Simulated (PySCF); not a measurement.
C4H3Cl2F, SMILES ClC(Cl)[C@H](C#C)F. Atoms are numbered in the order given.

```xyz
10

C      2.7462    -0.2175    -0.1121
C      1.6094    -0.6279    -0.1305
C      0.2410    -1.1403    -0.1365
F     -0.0635    -1.7235    -1.3512
C     -0.8287    -0.0730     0.1418
Cl    -0.7666     1.2468    -1.0543
Cl    -0.6512     0.5272     1.8177
H      3.7542     0.1536    -0.1001
H      0.1314    -1.9122     0.6466
H     -1.8194    -0.5347     0.0604
```
Charge 0, spin multiplicity 1.

Geometry: B3LYP-D3(BJ)/def2-SVP. The structure was generated by enumeration; whether it is a known compound was not checked. The values are those of a single conformer.

Two levels are set side by side: PBE/pcSseg-1 (PySCF) and KT2/pcSseg-1 (PySCF). GIAO shifts against CFCl3 (¹⁹F), HCl (³⁵Cl), TMS (¹H), TMS (¹³C) at the same level; non-relativistic, no solvent, atoms listed together averaged. Without spin–orbit terms, shifts of atoms bonded to Cl or Br come out too high at both levels. Differences are taken from unrounded values.

| quantity | KT2 |
|---|---|
| δ(¹³C) of C1 (ppm) | 80.0 |
| δ(¹³C) of C2 (ppm) | 73.2 |
| δ(¹³C) of C3 (ppm) | 89.9 |
| δ(¹⁹F) of F4 (ppm) | -202.9 |
| δ(¹³C) of C5 (ppm) | 91.7 |
| δ(¹H) of H8 (ppm) | 2.98 |
| δ(¹H) of H9 (ppm) | 5.67 |
| δ(¹H) of H10 (ppm) | 6.26 |

What does PBE give, and how far is it from KT2? (Estimate from the structure and the level; the computed values follow.)


| quantity | PBE | PBE minus KT2 |
|---|---|---|
| δ(¹³C) of C1 (ppm) | 85.6 | 5.6 |
| δ(¹³C) of C2 (ppm) | 79.8 | 6.6 |
| δ(¹³C) of C3 (ppm) | 92.5 | 2.6 |
| δ(¹⁹F) of F4 (ppm) | -202.7 | 0.2 |
| δ(¹³C) of C5 (ppm) | 94.9 | 3.2 |
| δ(¹H) of H8 (ppm) | 2.70 | -0.28 |
| δ(¹H) of H9 (ppm) | 5.68 | 0.01 |
| δ(¹H) of H10 (ppm) | 6.21 | -0.05 |

Rough cost on one machine, each run with all the roots and properties that it gave: KT2 against PBE within a factor of 2.
